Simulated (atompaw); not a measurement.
## Varying the PAW (atompaw) potential for Ti

Base potential:

Ti, PAW, made with atompaw 4.2.0.5 (PBE, scalar-relativistic). Core [Ar], reference 3d2 4s2 4p0. Waves: 4s (bound): rc 3.00 bohr; 4s channel at 1.9 Ry: rc 2.95 bohr; 4p (bound, empty): rc 3.00 bohr; 4p channel at 3.7 Ry: rc 3.00 bohr; 3d (bound): rc 1.60 bohr; 3d channel at 0.05 Ry: rc 3.00 bohr. Local part: ultrasoft scheme with l = 3 at 0 Ry, radius 2.80 bohr. Core correction: smooth core density matched at 2.80 bohr. Augmentation charge: besselshape compensation charge, radius 2.90 bohr; PAW radius 3.00 bohr; waves and projectors: custom rrkj vanderbiltortho.

All-electron outer shells of the reference configuration (PBE, scalar-relativistic, ld1.x):

| shell | level (eV) | outermost node (bohr) | outermost maximum (bohr) |
| --- | --- | --- | --- |
| 3s | -62.63 | 0.40 | 0.87 |
| 3p | -38.86 | 0.37 | 0.90 |
| 4s | -4.47 | 1.24 | 2.92 |
| 3d | -4.26 | – | 0.98 |
| 4p | -1.47 | 1.39 | 3.80 |

Cutoffs, loose and tight: the cutoffs (Ry, on a coarse ladder) from which the occupation-weighted sum of valence levels, in a spherical-Bessel basis at the reference potential, stays within 10 and 1 mRy of its value at 400 Ry. They see the waves, projectors and local potential, not the compensation charge or the core. A dash means not determined.

A true bound ghost makes a file unfit for plane-wave use even where its test errors are small: the radial tests pick states by their node count and pass the ghost by.

```tsv
change	outcome	cutoff, loose	cutoff, tight	bound ghosts
base	generated	35 Ry	50 Ry	none
local potential ultrasoft scheme with l = 3 at 0 Ry, radius 2.34 bohr	generated	35 Ry	50 Ry	none
augmentation sinc compensation charge, radius 2.90 bohr; PAW radius 3.00 bohr; waves and projectors: custom rrkj vanderbiltortho	generated	35 Ry	50 Ry	none
augmentation besselshape compensation charge, radius 2.90 bohr; PAW radius 3.00 bohr; waves and projectors: custom polynom gramschmidtortho	generated	35 Ry	60 Ry	none
local potential bessel scheme, radius 2.80 bohr	generated	35 Ry	50 Ry	none
```

What comes out with this change to the base: core [Ne], valence charge 12; reference 3s2 3p6 3d2 4s1.75 4p0.25; waves now 3s (bound): rc 1.20 bohr; 4s (bound): rc 1.45 bohr; 3p (bound): rc 1.80 bohr; 4p (bound): rc 2.25 bohr; 3d (bound): rc 2.25 bohr; 3d channel at 1.2 Ry: rc 1.35 bohr; local potential ultrasoft scheme with l = 3 at 0 Ry, radius 1.85 bohr; core correction smooth core density matched at 1.90 bohr; augmentation besselshape compensation charge, radius 2.05 bohr; PAW radius 2.25 bohr; waves and projectors: custom rrkj vanderbiltortho?

outcome: generated; cutoff, loose: 35 Ry; cutoff, tight: 45 Ry; bound ghosts: none.

What comes out with this change to the base: all radii scaled by about 0.79 (s 2.38, p 2.38, d 1.26 bohr); local potential ultrasoft scheme with l = 3 at 0 Ry, radius 2.22 bohr; augmentation besselshape compensation charge, radius 2.30 bohr; PAW radius 2.38 bohr; waves and projectors: custom rrkj vanderbiltortho; core correction smooth core density matched at 2.22 bohr?

outcome: generated; cutoff, loose: 55 Ry; cutoff, tight: 90 Ry; bound ghosts: none.

What comes out with this change to the base: wave 4p (bound): rc 3.00 bohr becomes 4p (bound): rc 2.04 bohr?

outcome: generated; cutoff, loose: 35 Ry; cutoff, tight: 50 Ry; bound ghosts: p.
